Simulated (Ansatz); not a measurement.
Relaxation of CH6AlBS (10 atoms, charge 0, multiplicity 1), to a largest force component of 0.02 eV/Å in at most 50 steps.

Computed with Ansatz 0.2.0, RKS r2SCAN-D4/def2-SVP.

```xyz
10
Properties=species:S:1:pos:R:3:forces:R:3
C -0.274 1.968 0.377 0.72 0.00 -0.15
Al -0.295 0.024 -0.040 -5.09 1.47 0.71
B 1.187 -1.437 -0.183 1.09 -2.43 0.49
S 0.437 -2.987 -0.555 0.52 -0.37 -0.77
H -1.269 2.306 0.702 -0.18 -0.27 -0.04
H 0.423 2.243 1.181 0.21 0.07 0.19
H -0.007 2.603 -0.479 0.11 0.16 -0.22
H 1.226 -0.285 0.014 1.92 2.06 -0.72
H 2.357 -1.496 -0.077 1.03 -0.85 0.41
H -0.848 -2.574 -0.605 -0.33 0.17 0.11
```

Where does it end, and by what steps?

It converged. After 20 steps the energy has fallen by 2.943 eV; H8 moved furthest, 1.45 Å. Parted: Al2–H8 (1.55 → 2.16 Å).

```csv
step,energy less start (eV),largest force component (eV/Å),accepted
0,0.0000,5.086,yes
1,-1.1168,2.027,yes
2,-1.6340,0.821,yes
3,-1.9244,0.750,yes
4,-2.1894,0.839,yes
5,-2.4635,0.843,yes
6,-2.6989,0.446,yes
7,-2.8081,0.310,yes
8,-2.8645,0.385,yes
9,-2.8741,0.222,yes
10,-2.8871,0.154,yes
11,-2.8955,0.151,yes
12,-2.8991,0.415,yes
13,-2.9117,0.249,yes
14,-2.9238,0.155,yes
15,-2.9317,0.226,yes
16,-2.9391,0.086,yes
17,-2.9413,0.058,yes
18,-2.9421,0.049,yes
19,-2.9425,0.023,yes
20,-2.9426,0.007,yes
```

```xyz
10
Properties=species:S:1:pos:R:3
C -0.076 2.061 0.584
Al -0.464 0.130 0.679
B 0.672 -1.351 -0.192
S 0.861 -3.149 -0.399
H -0.830 2.664 1.117
H 0.906 2.291 1.035
H -0.046 2.417 -0.460
H 0.419 -0.610 -1.148
H 1.492 -0.802 0.550
H 0.003 -3.287 -1.432
```

Whether the end is a true minimum wasn't checked by a vibrational analysis.

Time of the run: 61 s on 2 threads of Arm Neoverse V2, on a shared host, peak memory 0.17 GiB.
